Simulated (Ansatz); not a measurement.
```xyz
10

C     0.104   -1.666   -0.252
C     0.135   -0.345   -0.417
Si   -0.215    0.850    0.968
Se    0.663    0.388   -2.098
H    -0.140   -2.093    0.716
H     0.318   -2.370   -1.052
H    -1.268    1.808    0.538
H     1.008    1.625    1.300
H    -0.677    0.091    2.159
H     0.072    1.713   -1.863
```

Total charge 0; spin multiplicity 1.

Q: List the B3LYP/def2-TZVPP orbital energies in eV (Ansatz 0.2.0). (Estimate.)

A: Ansatz gave: Occupied: -12351.31, -1799.06, -1580.64, -1418.81, -1418.78, -1418.72, -277.76, -277.22, -212.95, -157.03, -156.94, -156.73, -143.61, -98.93, -98.92, -98.92, -57.82, -57.80, -57.62, -57.55, -57.52, -21.82, -19.20, -15.89, -14.19, -12.59, -11.17, -10.66, -9.97, -9.56, -8.63, -8.37, -6.34. Lowest empty: -0.86, -0.46, 0.38, 0.82, 1.23, 1.39, 1.76, 2.29.

B3LYP here is the variant with VWN-RPA as its local correlation; programs differ in this.
